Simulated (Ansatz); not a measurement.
Consider the formal exchange of groups at a Te–C bond: `[TeH]C1=NC1` + `C[SiH2]O` → `O[SiH2]C[TeH]` + `C1=NC1`.

Gas-phase electronic energies from Ansatz, PBE0-D4/def2-TZVP geometries. CBS: MP2 limit from def2 TZ/QZ plus the TZ coupled-cluster correction, frozen cores. This one scheme is used for every species. DFT in def2-TZVPP. def2 core potentials past Kr. For Te outer-core shells are correlated without core-valence functions, which leaves a few kJ/mol of doubt a bond. One conformer a species, not always the lowest.

Q: Is it downhill or uphill in electronic energy at CCSD(T)/CBS, and by how much? (Estimate.)

A: The calculation gave: Uphill: ΔE = +13.0 kJ/mol.

Q: What do these levels give: r2SCAN, HF/def2-TZVPP, MP2/def2-TZVPP, SCS-MP2/def2-TZVPP, CCSD(T)/def2-TZVPP, HF/CBS(def2)? (Estimate.)

A: Computed: r2SCAN 27.1, HF/def2-TZVPP 20.0, MP2/def2-TZVPP 19.7, SCS-MP2/def2-TZVPP 19.5, CCSD(T)/def2-TZVPP 16.7, HF/CBS(def2) 20.3 kJ/mol.

Largest T1 diagnostic among the species: 0.012.

The D4 term adds −5.6 kJ/mol with B3LYP and −2.9 kJ/mol with PBE0; it sums over pairs of atoms, weighted by their polarisabilities, and B3LYP, whose exchange is more repulsive, gets the larger term. From PBE to PBE0 (25 % exact exchange), in def2-TZVPP and without D4, ΔE moves by −4.6 kJ/mol.

B3LYP here is the variant with VWN-RPA as its local correlation; programs differ in this.
